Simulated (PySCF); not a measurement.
# [Hf(NH2)3]+: from a saddle point downhill

PySCF 2.14.0, RKS PBE0, Hf def2-SVP with ECP60, N def2-SVP, H def2-SVP; non-relativistic Hamiltonian with scalar-relativistic core potentials where named; density fitting; no spin-orbit coupling. Relaxed within the symmetry of its start, the geometry (D3h) is

```xyz
10

Hf    0.0000    0.0000    0.0000
N     2.0193    0.0000    0.0000
H     2.6420    0.0000    0.8119
H     2.6420    0.0000   -0.8119
N    -1.0097    1.7488    0.0000
H    -1.3210    2.2880    0.8119
H    -1.3210    2.2880   -0.8119
N    -1.0097   -1.7488    0.0000
H    -1.3210   -2.2880    0.8119
H    -1.3210   -2.2880   -0.8119
```

and its lowest harmonic modes are -735, -735, -632, -227, 168, 168 cm⁻¹ (negative: unstable). It was moved along the lowest mode and relaxed again.

Problem. Where does it end, and how much lower?

Solution. In nearly C3v, 1.906 eV lower, after 39 steps:
```xyz
10

Hf   -0.0800    0.0458    0.6396
N     1.8753    0.0145    0.3091
H     2.4512   -0.8257    0.2196
H     2.4698    0.8146    0.0828
N    -0.9531    1.6459   -0.1428
H    -0.4995    2.5385   -0.3513
H    -1.9042    1.6969   -0.5147
N    -0.9535   -1.6419    0.0728
H    -0.4885   -2.5419   -0.0644
H    -1.9175   -1.7466   -0.2507
```

Problem. How do the contacts change?

Solution. 
```
     contact  saddle (Å)  end (Å)
Hf1–N2 (NH2)       2.019    1.983
Hf1–N5 (NH2)       2.019    1.984
Hf1–N8 (NH2)       2.019    1.983
```


Problem. Is the end a minimum?

Solution. Yes; lowest modes 112, 166, 168, 247, 365, 368 cm⁻¹.

State: singlet.
